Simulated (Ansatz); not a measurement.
System: silanone, sum formula H$_{2}$SiO, charge 0, multiplicity 1. SMILES: O=[SiH2]
Structure (B3LYP-D3(BJ)/def2-TZVP (Ansatz, a program for electronic structure) minimum search):
```xyz
4

Si     0.0729    -0.4313    -0.0029
O     -0.1804     1.0669     0.0071
H     -0.9986    -1.4531    -0.0255
H      1.4209    -1.0442     0.0090
```
Charge 0, spin multiplicity 1.

Property: vertical triplet-singlet gap (E(triplet) - E(singlet); each state is the SCF solution reached for its spin), in eV. Correlated levels leave the core frozen unless marked. Open shells are spin-unrestricted. Spin-orbit coupling is left out. No relativistic terms. Basis-set limits of correlation are two-point, X^-3; Hartree-Fock from the larger set.

CCSD(T)/CBS(def2-TZVPPD,def2-QZVPPD) (Ansatz) gives 4.05 eV.

Problem. Another calculation gave 3.89 eV. Which level was it?
A) PBE/def2-TZVPD (Ansatz)
B) wB97X-V/def2-TZVPD (Ansatz)
C) CAM-B3LYP/def2-TZVPD (Ansatz)
D) BHLYP/def2-TZVPD (Ansatz)

Solution. B, wB97X-V/def2-TZVPD (Ansatz). The others give 3.66 (PBE), 3.78 (CAM-B3LYP), 3.53 (BHLYP) eV.
